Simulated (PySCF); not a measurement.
## C₆ coefficients of unlike pairs at revPBE

Calculated with PySCF 2.14 from the dipole response of each species, C₆(A,B) = (3/π) ∫ α_A(iu) α_B(iu) du, in atomic units, from isotropic polarisabilities. For ions this is the dispersion term alone; charge-induced terms of lower order in 1/R come first.

```csv
species,configuration,basis,relativity,α (bohr³),C₆ (like pair)
Sc³⁺,[Ar] (1S),aug-cc-pwCVTZ (10s9p7d4f3g),none,2.159,5.725
N³⁺,[He] 2s2 (1S),dyall-av2z (11s7p2d),none,2.104,2.092
Be⁺,[He] 2s1 (2S),def2-TZVPPD (5s4p1d),none,21.88,58.53
Cl,[Ne] 3s2 3p5 (2P),dyall-av3z (19s12p3d2f),spin-free X2C,15.15,97.20
```

(1) Estimate C₆ for N³⁺ with Sc³⁺.

No spin-orbit coupling is included.

The other pairs:

```csv
pair,C₆
"Cl, Sc³⁺",20.97
"Cl, N³⁺",14.23
"Cl, Be⁺",63.34
"Be⁺, N³⁺",9.034
"Be⁺, Sc³⁺",10.88
```

Answers

(1) The integral gives 3.168. The combination rule 2 C_A C_B / (C_A α_B/α_A + C_B α_A/α_B) gives 3.100 and the geometric mean 3.461.
